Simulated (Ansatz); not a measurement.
A structure relaxed at PBE0-D4/def2-TZVP, charge 0, multiplicity 1:

Cartesian coordinates in Å:
```
N 1.311 -0.082 0.267
Sn -0.597 0.185 -0.199
F -0.804 0.325 -2.071
F -1.830 -1.156 0.329
F -1.252 1.775 0.583
H 1.464 -0.146 1.266
H 1.708 -0.902 -0.175
```

Task: Give its formula and SMILES.

Result: F3H2NSn, `[NH2][Sn]([F])([F])[F]`.

Task: Point group (tolerance 0.08 Å, 0.16 Å for H)?

Result: Cs.

Task: Summarise the bond lengths by kind.

Result: 1 × N–Sn 1.981 Å; 2 × H–N 1.013 Å; 3 × F–Sn 1.889 to 1.897 Å.

Computed with Ansatz.
